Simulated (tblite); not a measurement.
Compound: C₃H₉ClSSi₂.
Atom-mapped SMILES: `[SiH3:1][S:2][CH2:3][SiH2:4]/[CH:5]=[CH:6]\[Cl:7]` (hydrogens: H8, H9, H10 on Si1; H11, H12 on C3; H13, H14 on Si4; H15 on C5; H16 on C6)

The geometry is computed with GFN2-xTB (gas phase).

Give the optimised bond lengths and angles.

```json
{"bond": "Si1–S2", "length (bohr)": "4.035", "order": "single"}
{"bond": "S2–C3", "length (bohr)": "3.466", "order": "single"}
{"bond": "C3–Si4", "length (bohr)": "3.601", "order": "single"}
{"bond": "Si4–C5", "length (bohr)": "3.555", "order": "single"}
{"bond": "C5=C6", "length (bohr)": "2.498", "order": "double"}
{"bond": "C6–Cl7", "length (bohr)": "3.245", "order": "single"}
{"bond": "Si1–H8, Si1–H9, Si1–H10", "length (bohr)": "2.753", "order": "single"}
{"bond": "C3–H11, C3–H12", "length (bohr)": "2.055", "order": "single"}
{"bond": "Si4–H13, Si4–H14", "length (bohr)": "2.772", "order": "single"}
{"bond": "C5–H15", "length (bohr)": "2.043", "order": "single"}
{"bond": "C6–H16", "length (bohr)": "2.042", "order": "single"}
```

Bonds in one row agree within 0.02 bohr and their mean is given. Orders are formal, as drawn. A selection of angles:
```json
{"angle": "S2–Si1–H8", "degrees": "109.9"}
{"angle": "S2–Si1–H9", "degrees": "102.8"}
{"angle": "S2–Si1–H10", "degrees": "107.3"}
{"angle": "H8–Si1–H9", "degrees": "112.8"}
{"angle": "H8–Si1–H10", "degrees": "110.3"}
{"angle": "Si1–S2–C3", "degrees": "102.3"}
{"angle": "S2–C3–Si4", "degrees": "112.6"}
{"angle": "S2–C3–H11", "degrees": "104.6"}
{"angle": "S2–C3–H12", "degrees": "107.9"}
{"angle": "Si4–C3–H11", "degrees": "111.2"}
{"angle": "H11–C3–H12", "degrees": "107.8"}
{"angle": "C3–Si4–C5", "degrees": "106.5"}
{"angle": "C3–Si4–H13", "degrees": "107.7"}
{"angle": "C3–Si4–H14", "degrees": "109.5"}
{"angle": "C5–Si4–H13", "degrees": "111.7"}
{"angle": "H13–Si4–H14", "degrees": "110.6"}
{"angle": "Si4–C5–C6", "degrees": "123.2"}
{"angle": "Si4–C5–H15", "degrees": "119.2"}
{"angle": "C6–C5–H15", "degrees": "117.5"}
{"angle": "C5–C6–Cl7", "degrees": "121.5"}
{"angle": "C5–C6–H16", "degrees": "125.5"}
{"angle": "Cl7–C6–H16", "degrees": "113.1"}
```

Dihedral angles: Si1–S2–C3–Si4 83° (synclinal); S2–C3–Si4–C5 50° (synclinal); C3–Si4–C5–C6 177° (antiperiplanar); Si4–C5–C6–Cl7 0° (synperiplanar). The mirror-image conformer, all signs reversed, is as good.

Si1 (SiH3 silicon) is distorted tetrahedral (angles from 102.8° to 113.3°). The C–Si distances run from 1.881 Å (Si4–C5, drawn single) to 1.905 Å (C3–Si4, drawn single), a spread of 0.024 Å. Of the pairs four or more bonds apart, S2···H15 is among the closest relative to their van der Waals radii: 3.08 Å, 103 % of the sum of Bondi's values. Si4 (SiH2 silicon) is tetrahedral (angles from 106.5° to 111.7°).

Point group: C1 (no symmetry element, even within 0.4 Å). Its GFN2-xTB frequencies are all real (lowest 16 cm⁻¹). The numbers are those of one conformer. 3 starts were optimised and ended at 0.00, 0.25 and 0.91 kcal/mol (GFN2-xTB); the lowest of these is shown.

On one thread of an Intel Xeon 6975P-C (shared host), this took 1.8 s wall. This is the geometry optimisation.
